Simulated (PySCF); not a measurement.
A GIAO shielding run with PySCF (density fitting, non-relativistic, gas phase) on `CCCCNC(C)=O`, C6H13NO:

```
{"job": {"kind": "nmr", "xc": "PBE0", "basis": "pcSseg-1"}, "charge": 0, "multiplicity": 1}
C     -2.845260    -0.918251     0.176732
C     -1.474976    -0.365342     0.547561
C     -1.191081     0.963659    -0.148971
C      0.197491     1.507161     0.191164
N      1.250271     0.645936    -0.294804
C      2.080332    -0.040861     0.525264
C      3.045389    -0.946340    -0.215634
O      2.057583     0.071346     1.731059
H     -2.911418    -1.094203    -0.895227
H     -3.628580    -0.217149     0.455835
H     -3.028272    -1.858863     0.690308
H     -0.705097    -1.090061     0.274302
H     -1.416887    -0.220904     1.627801
H     -1.273069     0.835257    -1.232063
H     -1.935601     1.701771     0.154420
H      0.327047     1.566622     1.273951
H      0.321800     2.508127    -0.237803
H      1.283026     0.475049    -1.287456
H      3.726443    -1.401607     0.497014
H      3.614953    -0.374398    -0.944409
H      2.496984    -1.730008    -0.734813
```

Hardware: 1 thread of an x86-64 server CPU, shared host. The job also computes population analyses, field gradients.

Q: How large is the calculation?

A: 64 electrons, 201 basis functions and 1033 auxiliary functions.

Q: How long does it take?

A: 51 s of wall time, with 14 SCF cycles and 5 response iterations. Times on a shared host scatter by some tens of per cent.
